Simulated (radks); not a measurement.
Question: Species: the bismuth ion Bi4+. Configuration: [Xe] 4f14 5d10 6s1. Method: Dirac Kohn-Sham, XLYP, spin-unpolarised, spherical densities, finite nucleus; Fermi nuclear charge, rms radius 5.5211 fm; computed with a radial shooting solver on a logarithmic mesh with Libxc functionals. Some entries of the table are withheld. Estimate them.

orbital,occ.,eigenvalue (Ry),<r> (bohr)
1s1/2,2,-6652.111,0.01580
2s1/2,2,-1196.725,0.06578
2p1/2,2,-1150.514,0.05388
2p3/2,4,-979.9754,0.06292
3s1/2,2,-291.1230,0.1710
3p1/2,2,(1),0.1615
3p3/2,4,(2),0.1780
3d3/2,4,-197.2633,0.1545
3d5/2,6,-189.1671,0.1595
4s1/2,2,-69.12298,0.3770
4p1/2,2,-59.95969,0.3777
4p3/2,4,-50.54780,0.4124
4d3/2,4,-35.59020,(3)
4d5/2,6,-33.83331,(4)
5s1/2,2,-14.55863,(5)
4f5/2,6,-14.42159,0.4379
4f7/2,8,-14.01778,0.4441
5p1/2,2,-11.37348,0.8839
5p3/2,4,-9.55179,0.9722
5d3/2,4,(6),(7)
5d5/2,6,(8),(9)
6s1/2,1,-3.74979,1.964

Answer: 
(1) 3p1/2 eigenvalue (Ry): -270.1058
(2) 3p3/2 eigenvalue (Ry): -231.9243
(3) 4d3/2 <r> (bohr): 0.4161
(4) 4d5/2 <r> (bohr): 0.4271
(5) 5s1/2 <r> (bohr): 0.8311
(6) 5d3/2 eigenvalue (Ry): -5.07674
(7) 5d3/2 <r> (bohr): 1.186
(8) 5d5/2 eigenvalue (Ry): -4.84813
(9) 5d5/2 <r> (bohr): 1.224
